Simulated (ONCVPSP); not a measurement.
**S (Z = 16): excitation energies, all-electron against ONCV**

sulfur (S), optimised norm-conserving Vanderbilt (ONCV), made with ONCVPSP 4.0.1 (LDA (Perdew-Wang 92), scalar-relativistic). Core [He], reference 2s2 2p6 3s2 3p4. Waves: 2s+3s: rc 0.65 bohr, ncon 4, nbas 8, qcut 19 1/bohr, 2 projectors; 2p+3p: rc 0.70 bohr, ncon 3, nbas 7, qcut 19.7 1/bohr, 2 projectors; d scattering state at 0.31 Ha: rc 0.70 bohr, ncon 4, nbas 7, qcut 12.7 1/bohr, 2 projectors, debl 2.6 Ha. Local part: polynomial inside 0.50 bohr (lpopt 5, dvloc0 1 Ha). Core correction: none.

Energies are relative to the spin-unpolarised reference configuration 2s2 2p6 3s2 3p4; without spin polarisation the order of configurations can differ from experiment.

**Question.** Give the all-electron excitation energy and the error of the potential for: 2s2 2p6 3s2 3p3; 2s2 2p6 3s2 3p2; 2s2 2p6 3s2 3p1; 2s2 2p6 3s0 3p6.

**Answer.**

```csv
valence configuration,charge,ΔE all-electron (eV),error AE − PS (meV)
2s2 2p6 3s2 3p3,+1,11.858,+0.9
2s2 2p6 3s2 3p2,+2,34.228,+3.2
2s2 2p6 3s2 3p1,+3,68.382,+9.3
2s2 2p6 3s0 3p6,0,20.610,+3.8
```

Levels in the configuration 2s2 2p6 3s2 3p1:

```tsv
level	all-electron (eV)	pseudo (eV)
2s	-252.428	-252.421
2p	-198.317	-198.212
3s	-52.283	-52.279
3p	-40.414	-40.403
```
